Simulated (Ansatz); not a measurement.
Ideal-gas functions of CH5GaOSi (`O=[C]([SiH3])[GaH2]`) at 298.15 K and 1 bar, from an Ansatz frequency run at PBE0-D4/def2-TZVP.

Molar mass 130.86 g/mol, point group Cs (symmetry number 1), electronic degeneracy 1, moments of inertia 62.764, 318.019, 367.212 u Å². Harmonic wavenumbers (cm⁻¹, unscaled): 63, 87, 154, 181, 273, 355, 434, 538, 602, 663, 719, 834, 912, 927, 932, 1671, 1974, 1987, 2218, 2229, 2242.

Use S(trans) = R[1.5 ln M + 2.5 ln T − 1.1517]; rotational temperatures θ = 24.2544 K / I; S(rot) = R[ln(√π/σ · √(T³/θAθBθC)) + 1.5]; for each mode x = 1.438777 ν̃/T, S = R[x/(eˣ − 1) − ln(1 − e⁻ˣ)] and H = RT x/(eˣ − 1); 1 cm⁻¹ = 0.0119627 kJ/mol; R = 8.31446 J/(mol·K).

Q: By hand: the entropy, in J/(mol·K).

A: Translation 169.6. Rotation: θ = 0.3864, 0.0763, 0.0661 K, giving 114.2. Vibration, mode by mode: 18.25, 15.59, 10.97, 9.70, 6.60, 4.79, 3.54, 2.38, 1.87, 1.48, 1.19, 0.76, 0.56, 0.52, 0.51, 0.02, 0.01, 0.01, 0.00, 0.00, 0.00, in all 78.7. Electronic 0.0. Sum 362.5 J/(mol·K).

Q: By hand: H − E and G − E in kJ/mol, counted from the electronic energy.

A: Zero-point energy ½ × 19995 × 0.0119627 = 119.6; thermal vibration 12.3; translation, rotation and pV give 4 RT = 9.9. H − E = 141.8 kJ/mol, and G − E = 141.8 − 298.15 × 362.5/1000 = 33.7 kJ/mol.

Vibration gives 22 % of the entropy, 33.8 J/(mol·K) of it from the modes under 150 cm⁻¹: soft modes count most, and the harmonic formula is weakest for them.
